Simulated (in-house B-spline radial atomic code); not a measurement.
**Ionising La³⁺ with different functionals**

Computed with a B-spline radial code for spherical atoms: scalar-relativistic (spin-free X2C) Hamiltonian, Fermi nucleus of rms radius 4.855 fm, spin-polarised at highest spin, spherical fractional occupations for the functionals, the average over the highest-spin determinants for Hartree-Fock. The ionisation energy is the difference of two self-consistent energies, [Kr] 4d10 5s2 5p6 → [Kr] 4d10 5s2 5p5, without Breit or QED terms; ε is the level of the shell that loses the electron (its least bound occupied spin orbital). There is no spin-orbit coupling in this Hamiltonian.

Hybrids are left out here: with spherical fractional occupations of an open shell their exact exchange keeps a self-interaction that integer-occupation calculations don't have.

| method | rung | ΔSCF (eV) | -ε(5p) (eV) |
| --- | --- | --- | --- |
| Hartree-Fock | Hartree-Fock | 49.88 | 50.48 |
| LDA VWN5 | LDA | 50.84 | 44.92 |
| LDA PW92 | LDA | 50.83 | 44.91 |
| LDA exchange-only | LDA | 49.22 | 43.38 |
| PBE | GGA | 50.60 | 44.74 |
| PBEsol | GGA | 50.64 | 44.76 |
| BLYP | GGA | 50.40 | 44.52 |
| RPBE | GGA | 50.56 | 44.71 |
| PW91 | GGA | 50.68 | 44.81 |
| BP86 | GGA | 50.72 | 44.84 |
| AM05 | GGA | 50.64 | 44.75 |
| OLYP | GGA | 50.67 | 44.83 |
| TPSS | meta-GGA | 50.74 | 44.91 |
| SCAN | meta-GGA | 51.03 | 45.27 |
| r2SCAN | meta-GGA | 51.03 | 45.26 |
| revTPSS | meta-GGA | 50.78 | 44.97 |

How do they compare with the NIST value?

NIST lists 49.95 eV ± 0.06 (semi-empirical, ground level to ground level). Errors run from -0.73 to +1.08 eV; Hartree-Fock is closest (-0.07 eV), but part of that can be cancellation, since the calculations leave out spin-orbit coupling, Breit-QED terms, multiplet and fine-structure energies. Hartree-Fock also lacks correlation.
